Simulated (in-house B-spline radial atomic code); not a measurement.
A fraction x of an electron is removed from 3p in Rb, starting from [Kr] 5s1 and keeping the highest spin. Level of theory: scalar-relativistic (X2C) CAM-B3LYP, spin-polarised, spherical fractional occupations, Fermi nucleus of rms radius 4.2036 fm; calculated with a radial B-spline atomic code at the basis-set limit.

Caution: exact exchange at fractional occupations of open shells leaves self-interaction of up to several eV.

```
   x  E(x) - E(0) (eV)  3p down level (eV)
   0            0.0000            -233.856
0.06           14.0679            -235.078
0.17           40.0510            -237.349
0.34           80.7035            -240.930
0.49                 ?                   ?
 0.5          119.5268            -244.373
0.61          146.5398            -246.778
0.69          166.3527            -248.546
0.79                 ?                   ?
 0.9          219.0402            -253.256
   1          244.4795            -255.534
```

Problem. What belongs in the row x = 0.49?

Solution. An energy change of 117.0842 eV; 3p down at -244.156 eV.

Problem. What belongs in the row x = 0.79?

Solution. An energy change of 191.3186 eV; 3p down at -250.777 eV.

Problem. Check Janak's theorem between x = 0.06 and 0.17.

Solution. The slope of the energy is 236.21 eV; the orbital levels give 236.21 eV (-ε of the emptying orbital, averaged over the two points).
